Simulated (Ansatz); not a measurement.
`C#[C][In]([F])[F]` → 2 C• + 2 F• + H• + In•  (atomization)

Isolated molecules relaxed with PBE0-D4/def2-TZVP in Ansatz; ΔE leaves out vibrations. CCSD(T)/CBS adds triple-zeta CCSD(T) − MP2 to the extrapolated MP2 energy (def2 sets, frozen cores). This one scheme is used for every species, atoms too. Functionals use def2-TZVPP. B3LYP here is the variant with VWN-RPA as its local correlation; programs differ in this. HSE06 is defined as in plane-wave codes. Open shells (•) are unrestricted, without spin–orbit coupling. Spin–orbit coupling would lower the free atoms: a little for C, F; strongly for In. def2 core potentials past Kr. For In outer-core shells are correlated without core-valence functions, so the limit isn't a true one: a few kJ/mol of doubt a bond, and 10 to 20 or more in all where bonds break to atoms.

| level | ΔE (kJ/mol) | difference from CCSD(T)/CBS |
| --- | --- | --- |
| LDA (SPW92) | 2715.2 | 382.5 |
| PBE-D4 | 2395.6 | 62.9 |
| revPBE-D4 | 2305.3 | -27.4 |
| BLYP-D4 | 2314.6 | -18.1 |
| r2SCAN-D4 | 2317.4 | -15.3 |
| B97M-V | 2309.5 | -23.2 |
| PBE0-D4 | 2300.9 | -31.8 |
| B3LYP-D4 | 2279.3 | -53.4 |
| r2SCANh-D4 | 2282.6 | -50.1 |
| HSE06-D4 | 2302.4 | -30.3 |
| BHLYP-D4 | 2162.2 | -170.5 |
| CAM-B3LYP-D4 | 2309.2 | -23.5 |
| ωB97X-V | 2317.4 | -15.3 |
| B2PLYP | 2289.1 | -43.6 |
| PBE-QIDH | 2295.6 | -37.1 |
| PBE | 2384.8 | 52.1 |
| revPBE | 2277.1 | -55.6 |
| BLYP | 2291.4 | -41.3 |
| r2SCAN | 2314.9 | -17.8 |
| PBE0 | 2291.7 | -41.0 |
| B3LYP | 2261.6 | -71.1 |
| r2SCANh | 2279.8 | -52.9 |
| HSE06 | 2293.7 | -39.0 |
| BHLYP | 2146.7 | -186.0 |
| CAM-B3LYP | 2299.6 | -33.1 |
| LC-ωPBE | 2339.0 | 6.3 |
| HF/def2-SVP | 1571.6 | -761.1 |
| MP2/def2-SVP | 2294.4 | -38.3 |
| CCSD/def2-SVP | 2135.0 | -197.7 |
| CCSD(T)/def2-SVP | 2173.8 | -158.9 |
| HF/def2-TZVPP | 1582.2 | -750.5 |
| MP2/def2-TZVPP | 2364.8 | 32.1 |
| SCS-MP2/def2-TZVPP | 2302.6 | -30.1 |
| CCSD/def2-TZVPP | 2191.1 | -141.6 |
| CCSD(T)/def2-TZVPP | 2252.7 | -80.0 |
| HF/def2-QZVPP | 1591.4 | -741.3 |
| MP2/def2-QZVPP | 2413.9 | 81.2 |
| SCS-MP2/def2-QZVPP | 2356.2 | 23.5 |
| HF/CBS(def2) | 1592.7 | -740.0 |
| MP2/CBS(def2) | 2444.8 | 112.1 |
| CCSD(T)/CBS | 2332.7 | 0 |

Largest T1 diagnostic among the species: 0.017.

At CCSD(T), def2-SVP lies −158.9 kJ/mol from the extrapolated value and def2-TZVPP −80.0 kJ/mol: correlation converges slowly with the basis, and small sets miss more of it in the bonded molecule than in its fragments. In def2-TZVPP, CCSD(T) changes the Hartree–Fock value by +670.5 kJ/mol (the triples alone add +61.6 kJ/mol) and MP2 by +782.6 kJ/mol; breaking electron pairs costs correlation energy, which Hartree–Fock lacks. From r2SCAN to r2SCAN0 (25 % exact exchange), in def2-TZVPP and without D4, ΔE moves by −84.8 kJ/mol: exact exchange takes away binding that semilocal exchange gives to molecules.

For atomizations the MP2-based limit and the directly extrapolated one differ by several kJ/mol either way, and by 10 to 25 for some Ge, Se and Sn compounds, so smaller differences from it don't rank the levels.
